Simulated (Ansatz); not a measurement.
`NC([SiH3])[SeH]` and `NC[SiH3]` differ in one atom or group.

Ansatz, PBE0-D4/def2-TZVP geometries, multiplicity 1. Each molecule was computed in one conformer, which needn't be the lowest.

Scalar relativity is left out up to krypton.

```tsv
property	`NC([SiH3])[SeH]`
size of the dipole moment (B3LYP/def2-TZVPP) / D	1.93
HOMO–LUMO gap (PBE0/def2-TZVPP) / eV	6.10
LUMO energy (B3LYP/def2-TZVPP) / eV	-0.52
HOMO–LUMO gap (ωB97M-V/def2-TZVPP) / eV	10.06
HOMO–LUMO gap (B3LYP/def2-TZVPP) / eV	5.66
LUMO energy (PBE/def2-TZVPP) / eV	-1.17
```

Give the same properties after the change, and the shifts. (Best estimate.)

The calculation gave: 
```tsv
property	`NC[SiH3]`	shift
size of the dipole moment (B3LYP/def2-TZVPP) / D	1.61	-0.32
HOMO–LUMO gap (PBE0/def2-TZVPP) / eV	7.58	1.48
LUMO energy (B3LYP/def2-TZVPP) / eV	0.33	0.85
HOMO–LUMO gap (ωB97M-V/def2-TZVPP) / eV	11.46	1.40
HOMO–LUMO gap (B3LYP/def2-TZVPP) / eV	7.06	1.40
LUMO energy (PBE/def2-TZVPP) / eV	-0.20	0.97
```

With PBE0 the HOMO falls by 0.57 eV and the LUMO rises by 0.91 eV, so the gap widens by about 1.48 eV. PBE moves the HOMO by -0.27 eV and ωB97M-V by -0.77 eV. Dipoles are sizes alone; their direction can turn.

B3LYP here is the variant with VWN-RPA as its local correlation; programs differ in this.

Spin–orbit coupling is left out; it splits and shifts lone-pair levels of the heavy atoms by tenths of an eV.
